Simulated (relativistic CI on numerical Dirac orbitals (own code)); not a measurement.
One change at a time: Sr XXXVIII

Base calculation: Dirac-Coulomb-Breit CI, orbitals from a KLI potential per configuration, a model potential for QED.

Configurations in the expansion: 1s, 2s, 2p, 3s, 3p, 3d, 4s, 4p, 4d, 4f, 5s, 5p, 5d, 5f, 5g, 6s, 6p, 6d. Levels of other configurations are missing.

Variants: (1) QED terms removed; (2) non-relativistic limit. Shifts of the energy above 1s 2S_1/2, in eV, for the lowest level and the first level of each name with at least 55 % of one term (blank where a level changes its place among those of its configuration and J or its character, or is not in the variant):

| Level | Base | Δ(1) | Δ(2) |
| --- | --- | --- | --- |
| 1s 2S_1/2 | 0.0 | 0.0 | 0.0 |
| 2p 2P°_1/2 | 14990.6 | +13.8 | -256.0 |
| 2s 2S_1/2 | 14992.7 | +11.7 | -258.1 |
| 2p 2P°_3/2 | 15090.0 | +13.6 | -355.4 |
| 3p 2P°_1/2 | 17798.7 | +13.8 | -335.4 |
| 3s 2S_1/2 | 17799.4 | +13.2 | -336.1 |
| 3d 2D_3/2 | 17828.2 | +13.8 | -364.9 |
| 3p 2P°_3/2 | 17828.2 | +13.7 | -364.9 |
| 3d 2D_5/2 | 17837.7 | +13.8 | -374.3 |
| 4p 2P°_1/2 | 18777.5 | +13.8 | -359.2 |
| 4s 2S_1/2 | 18777.8 | +13.5 | -359.4 |
| 4d 2D_3/2 | 18789.9 | +13.8 | -371.6 |
| 4p 2P°_3/2 | 18789.9 | +13.8 | -371.6 |
| 4f 2F°_5/2 | 18793.9 | +13.8 | -375.5 |
| 4d 2D_5/2 | 18793.9 | +13.8 | -375.6 |
| 4f 2F°_7/2 | 18795.9 | +13.8 | -377.5 |
| 5p 2P°_1/2 | 19228.8 | +13.8 | -368.4 |
| 5s 2S_1/2 | 19228.9 | +13.6 | -368.5 |
| 5d 2D_3/2 | 19235.1 | +13.8 | -374.7 |
| 5p 2P°_3/2 | 19235.1 | +13.8 | -374.7 |
| 5f 2F°_5/2 | 19237.2 | +13.8 | -376.8 |
| 5d 2D_5/2 | 19237.2 | +13.8 | -376.8 |
